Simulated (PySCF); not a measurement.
# Radial density of Ti³⁺ (titanium, charge +3)

UHF, [Ar] 3d1, 2D determinant. Computed with PySCF 2.14 in def2-TZVP (6s4p4d1f, 45 functions), with no relativity, point nucleus.

```json
{"r (bohr)": "0.000985", "4πr²ρ (e/bohr)": "0.08309", "4πr²(ρα − ρβ)": "0.0000"}
{"r (bohr)": "0.00166", "4πr²ρ (e/bohr)": "0.2289", "4πr²(ρα − ρβ)": "0.0000"}
{"r (bohr)": "0.00279", "4πr²ρ (e/bohr)": "0.6148", "4πr²(ρα − ρβ)": "0.0000"}
{"r (bohr)": "0.00469", "4πr²ρ (e/bohr)": "1.602", "4πr²(ρα − ρβ)": "0.0000"}
{"r (bohr)": "0.00788", "4πr²ρ (e/bohr)": "3.936", "4πr²(ρα − ρβ)": "0.0000"}
{"r (bohr)": "0.0133", "4πr²ρ (e/bohr)": "8.804", "4πr²(ρα − ρβ)": "0.0000"}
{"r (bohr)": "0.0223", "4πr²ρ (e/bohr)": "16.78", "4πr²(ρα − ρβ)": "0.0000"}
{"r (bohr)": "0.0375", "4πr²ρ (e/bohr)": "24.67", "4πr²(ρα − ρβ)": "0.0000"}
{"r (bohr)": "0.0631", "4πr²ρ (e/bohr)": "24.68", "4πr²(ρα − ρβ)": "0.0004"}
{"r (bohr)": "0.106", "4πr²ρ (e/bohr)": "19.48", "4πr²(ρα − ρβ)": "0.0026"}
{"r (bohr)": "0.178", "4πr²ρ (e/bohr)": "25.56", "4πr²(ρα − ρβ)": "0.0183"}
{"r (bohr)": "0.300", "4πr²ρ (e/bohr)": "23.83", "4πr²(ρα − ρβ)": "0.1068"}
{"r (bohr)": "0.505", "4πr²ρ (e/bohr)": "8.371", "4πr²(ρα − ρβ)": "0.4189"}
{"r (bohr)": "0.849", "4πr²ρ (e/bohr)": "10.05", "4πr²(ρα − ρβ)": "0.7810"}
{"r (bohr)": "1.43", "4πr²ρ (e/bohr)": "4.417", "4πr²(ρα − ρβ)": "0.5389"}
{"r (bohr)": "2.40", "4πr²ρ (e/bohr)": "0.2852", "4πr²(ρα − ρβ)": "0.1029"}
{"r (bohr)": "4.04", "4πr²ρ (e/bohr)": "0.002475", "4πr²(ρα − ρβ)": "0.0023"}
```
